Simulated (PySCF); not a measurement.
PySCF 2.14 output of an unrestricted PBEsol calculation on a single atom or ion in x2c-TZVPPall with one added diffuse shell each of s, p, d type (7s6p5d1f, 57 functions), with the spin-free X2C one-electron Hamiltonian (Gaussian nucleus):

```
SCF conv_tol = 1e-09
number electrons alpha = 18  beta = 15
    J. P. Perdew, A. Ruzsinszky, G. I. Csonka, O. A. Vydrov, G. E. Scuseria, L. A. Constantin, X. Zhou, and K. Burke.,  Phys. Rev. Lett. 100, 136406 (2008)
    J. P. Perdew, A. Ruzsinszky, G. I. Csonka, O. A. Vydrov, G. E. Scuseria, L. A. Constantin, X. Zhou, and K. Burke.,  Phys. Rev. Lett. 100, 136406 (2008)
cycle= 1 E= -2258.42217610488  delta_E= -0.0161  |g|= 0.198  |ddm|= 0.237
cycle= 2 E= -2258.42160003925  delta_E= 0.000576  |g|= 0.21  |ddm|= 0.126
cycle= 3 E= -2258.42642016211  delta_E= -0.00482  |g|= 0.01  |ddm|= 0.0714
cycle= 4 E= -2258.42646241587  delta_E= -4.23e-05  |g|= 0.000876  |ddm|= 0.0144
cycle= 5 E= -2258.42646312379  delta_E= -7.08e-07  |g|= 5.54e-05  |ddm|= 0.0023
cycle= 6 E= -2258.42646312543  delta_E= -1.64e-09  |g|= 5.34e-06  |ddm|= 0.000106
cycle= 7 E= -2258.42646312544  delta_E= -8.19e-12  |g|= 2.54e-07  |ddm|= 6.41e-06
converged SCF energy = -2258.42646312544  <S^2> = 3.7567782  2S+1 = 4.0033876
```

The run itself started from symmetry-adapted Hartree-Fock orbitals and held the occupation by maximum overlap, on a logarithmic radial grid, so the iterations belong to that start.

Question: Which element, charge and spin multiplicity is this?

Answer: As (arsenic, neutral), multiplicity 4; the state was [Ar] 3d10 4s1 4p4, high-spin 4P determinant (an excited configuration).
